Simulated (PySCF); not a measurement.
Electrostatic solvation of a mixed set.

Level: CAM-B3LYP/def2-SVPD in PySCF, non-relativistic, each on one gas-phase PBE0-D3(BJ)/def2-SVP geometry that isn't relaxed in the solvent. The solvent is an IEF-PCM continuum (cavity from Bondi-type radii × 1.2). Only the electrostatic response of the medium enters.

Question: Order them by E(solvent) − E(gas) in tetrahydrofuran (ε = 7.426), most negative first (kJ/mol).
A. 1,2-dimethyl cyclopropene (`CC1=C(C)C1`)
B. `[CH3:1][C:2](=[O:3])[c:4]1[cH:5][n:6][s:7][cH:8]1` with C1–C2–C4–C5 0°
C. `C#CC(C)C`
D. `[F:1][CH2:2][c:3]1[cH:4][cH:5][c:6]([Cl:7])[cH:8][cH:9]1` with F1–C2–C3–C4 -1°
E. `CC#CC#CC1=CC(=O)C1=O`

Answer: E (-33.5), B (-26.7), D (-15.5), C (-10.5), A (-5.0).

```
             SMILES  charge  ΔE (kJ/mol)  polarisation term (kJ/mol)  HOMO shift (eV)  dipole gas (D)  dipole solvent (D)  atoms  lowest singlet, gas (eV)  lowest singlet, solvent (eV)
CC#CC#Cc1cc(=O)c1=O       0        -33.5                       -39.7            -0.01            7.29                9.03     15                      2.93                          3.04
      CC(=O)c1cnsc1       0        -26.7                       -31.0            +0.07            1.11                1.45     13                      4.07                          4.20
     FCc1ccc(Cl)cc1       0        -15.5                       -17.6            +0.08            1.89                2.55     15                      5.23                          5.25
           C#CC(C)C       0        -10.5                       -11.5            -0.11            0.74                1.02     13                      6.53                          6.61
         CC1=C(C)C1       0         -5.0                        -5.4            -0.02            0.91                1.13     13                      6.12                          6.16
```

The polarisation term is half the interaction of the solute with the induced surface charges. Singlets are vertical TDDFT energies (frozen core, non-equilibrium response), the lowest in each medium.
